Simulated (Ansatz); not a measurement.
Two isomers of H7NOSiSn: A = `[OH][SnH2][NH][SiH3]`, B = `[NH2][SnH2][SiH2]O`.

Isolated molecules relaxed with PBE0-D4/def2-TZVP in Ansatz; ΔE leaves out vibrations. CCSD(T)/CBS is the MP2 limit (def2-TZVPP, def2-QZVPP) plus CCSD(T) − MP2 in def2-TZVPP, frozen cores. Functionals use def2-TZVPP. Elements past krypton have def2 core potentials. For Sn outer-core shells are correlated without core-valence functions, which leaves a few kJ/mol of doubt a bond. Each species was taken in one conformer, which may not be the lowest.

Problem. Which isomer does CCSD(T)/CBS put lower? Give the gap. (Best estimate.)

Solution. The calculation gave: B, by 5.7 kcal/mol.

Problem. Give E(B) − E(A) in kcal/mol with CCSD/def2-TZVPP, HF/def2-TZVPP, PBE0-D4, CCSD(T)/def2-TZVPP, ωB97M-V, MP2/def2-TZVPP, B2PLYP. (An estimate is asked.)

Solution. The calculation gave: CCSD/def2-TZVPP -5.1, HF/def2-TZVPP -0.4, PBE0-D4 -10.0, CCSD(T)/def2-TZVPP -5.7, ωB97M-V -6.9, MP2/def2-TZVPP -5.4, B2PLYP -6.1. None reverses the order clearly.

Largest T1 diagnostic: 0.013.

In def2-TZVPP, CCSD(T) changes the Hartree–Fock value by −5.2 kcal/mol (the triples alone add −0.6 kcal/mol) and MP2 by −5.0 kcal/mol. From PBE to PBE0 (25 % exact exchange), in def2-TZVPP and without D4, E(B) − E(A) moves by +1.1 kcal/mol.
